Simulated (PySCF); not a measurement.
A GIAO shielding run with PySCF (density fitting, non-relativistic, gas phase) on Cl2HSi(SH) (SMILES S[SiH](Cl)Cl):

```
$ OMP_NUM_THREADS=1 python probes_run.py task.json out

{"job": {"kind": "nmr", "xc": "wB97X-D", "basis": "pcSseg-2", "pop": false}, "charge": 0, "multiplicity": 1}
S      1.094921    -0.760693    -1.106539
Si    -0.357290    -0.029723     0.243170
Cl    -2.045290    -1.105792    -0.123655
Cl    -0.724614     1.959149    -0.036591
H      2.029408     0.106193    -0.674624
H      0.025956    -0.196645     1.655948
```

Hardware: 1 thread of an Arm Neoverse N1, shared host.

Q: How large is the calculation?

A: 66 electrons, 200 basis functions and 698 auxiliary functions.

Q: How long does it take, and how much memory does it need?

A: 30 s of wall time, with 12 SCF cycles and 6 response iterations; peak memory 0.83 GiB. Times on a shared host scatter by some tens of per cent.

Q: And these other runs on the same molecule and hardware: GIAO shielding at B97-2/pcSseg-2; GIAO shielding at KT3/pcSseg-2; GIAO shielding at PBE0/pcSseg-2?

A: B97-2/pcSseg-2: 200 functions, 22 s; KT3/pcSseg-2: 200 functions, 28 s; PBE0/pcSseg-2: 200 functions, 31 s.
